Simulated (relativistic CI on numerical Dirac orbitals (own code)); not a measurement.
# Sensitivity of the levels of Cl X to α

Calculated at this level of theory: Dirac-Coulomb-Breit CI, orbitals from a KLI potential per configuration, derivatives by finite differences, unscaled Slater integrals, QED left out (own radial code, finite nucleus).

Configuration list (outside the closed core 1s2): 2s²2p⁴, 2s2p⁵, 2p⁶, 2s²2p³3s, 2p⁵3s, 2s²2p³3p, 2p⁵3p, 2s²2p³3d. Levels of other configurations are missing.

With x = (α/α₀)² − 1 an excitation energy changes as ω = ω₀ + qx; K = 2q/ω₀ is the relative enhancement. Terms are leading LS components, so labels can repeat.

Lowest level 2s²2p⁴ ³P2.

| Level | ω₀ (cm⁻¹) | q (cm⁻¹) | K |
| --- | --- | --- | --- |
| 2s²2p⁴ ³P1 | 10759 | 11450 | 2.13 |
| 2s²2p⁴ ³P0 | 13987 | 13050 | 1.87 |
| 2s²2p⁴ ¹D2 | 67029 | 7553 | 0.225 |
| 2s²2p⁴ ¹S0 | 131566 | 10650 | 0.162 |
| 2s2p⁵ ³P°2 | 492229 | 16810 | 0.0683 |
| 2s2p⁵ ³P°1 | 501575 | 25980 | 0.104 |
| 2s2p⁵ ³P°0 | 506791 | 31480 | 0.124 |
| 2s2p⁵ ¹P°1 | 690336 | 22950 | 0.0665 |
| 2p⁶ ¹S0 | 1178290 | 37110 | 0.063 |
| 2s²2p³3s ⁵S°2 | 2098173 | 2542 | 0.00242 |
| 2s²2p³3s ³S°1 | 2129125 | 2393 | 0.00225 |
| 2s²2p³3s ³D°1 | 2197738 | -78.31 | -7.13e-05 |
| 2s²2p³3s ³D°2 | 2198030 | 491.5 | 0.000447 |

At this charge energies of transitions that change n are usually good to better than 1 %, and those within a shell (Δn = 0) to a few per cent.
